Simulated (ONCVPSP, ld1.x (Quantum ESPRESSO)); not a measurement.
## Potentials for P compared

Generated with ld1.x 7.5 (TM, RRKJ, ultrasoft, PAW), atompaw 4.2 or ONCVPSP 4.0.1. The cutoff is in Ry: for ld1.x and atompaw files where the sum of valence levels is converged to 10 mRy in a Bessel basis, for ONCV files where the hardest occupied wave has 1 mHa per electron of residual kinetic energy. The error is the largest all-electron minus pseudo excitation energy over each file’s own four to seven test configurations (ionisations up to +4, promotions, holes and added fractions of an electron), all of which were solved. The labels leave out finer settings (local radius, basis sizes, second energies), which also bear on the numbers. Spin-polarised tests are not counted. The rows are a selection from randomly drawn settings: files with unsolved tests, undetermined cutoffs or missed reference levels are left out.

A true bound ghost makes a file unfit for plane-wave use even where its test errors are small: the radial tests pick states by their node count and pass the ghost by.

| potential | cutoff (Ry) | largest error (meV) | bound ghosts |
| --- | --- | --- | --- |
| PAW, PBE, scalar-relativistic, rc 1.30/1.35 (sp), local smoothed, core correction yes, reference 3s2 3p1.5 | 12 | -98 | s, p |
| ONCV, PBEsol, scalar-relativistic, rc 0.75/0.75/0.65 (spd), local d, core correction no, reference 2s2 2p6 3s2 3p3, qcut 19.6/23.2/13.6, projectors 2/2/0 | 308 | +6.5 | none |
| ONCV, PBEsol, non-relativistic, rc 0.80/0.70 (sp), local smoothed, core correction no, reference 2s2 2p6 3s1.5 3p3.5, qcut 15.2/15.5, projectors 2/2 | 671 | +3.2 | none |
| ONCV, Wu-Cohen, scalar-relativistic, rc 1.50/2.05/1.55 (spd), local smoothed, core correction yes, reference 3s1.75 3p3.25, qcut 5.2/4.7/7.4, projectors 2/3/1 | 21 | +6.0 | none |

**Question.** Fill in the row for P: ONCV, PBE, scalar-relativistic, rc 0.70/0.75/0.70 (spd), local smoothed, core correction no, reference 2s2 2p6 3s2 3p3, qcut 21.6/19.5/11.6, projectors 2/2/2.

**Answer.** cutoff 315 Ry, largest error +5.6 meV, bound ghosts: none.

**Question.** Fill in the row for P: ONCV, PBE, non-relativistic, rc 1.05/1.00 (sp), local smoothed, core correction yes, reference 2s2 2p6 3s2 3p3, qcut 10.7/12.5, projectors 2/2.

**Answer.** cutoff 137 Ry, largest error +1369 meV, bound ghosts: none.

**Question.** Fill in the row for P: ONCV, PBE, scalar-relativistic, rc 1.05/0.95/0.90 (spd), local smoothed, core correction yes, reference 2s2 2p6 3s2 3p3, qcut 13.6/17.3/10.5, projectors 2/2/3.

**Answer.** cutoff 212 Ry, largest error -664 meV, bound ghosts: d.
